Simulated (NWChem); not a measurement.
System: hydrogen iodide (HI); SMILES I

NWChem input:

```
start job
memory heap 200 mb stack 900 mb global 1100 mb
geometry units angstroms noautoz
  I      0.000000     0.000000     0.052007
  H      0.000000     0.000000    -1.565186
end
basis spherical
  * library def2-tzvpd
end
ecp
  I library def2-ecp
end
dft
  xc xpbe96 cpbe96
  iterations 150
  mulliken
end
task dft energy
```

Geometry: optimised at PBE0/def2-SVP. def2 effective core potentials on I; no spin-orbit coupling.

Q: Predict the main results of this run. (PBE/def2-TZVPD with def2 effective core potentials on I.) Quantities: energy (Ha); highest occupied level (eV); orbital gap (eV); dipole (D).

A: 
- energy (Ha): -298.29
- highest occupied level (eV): -6.79
- orbital gap (eV): 4.96
- dipole (D): 0.41
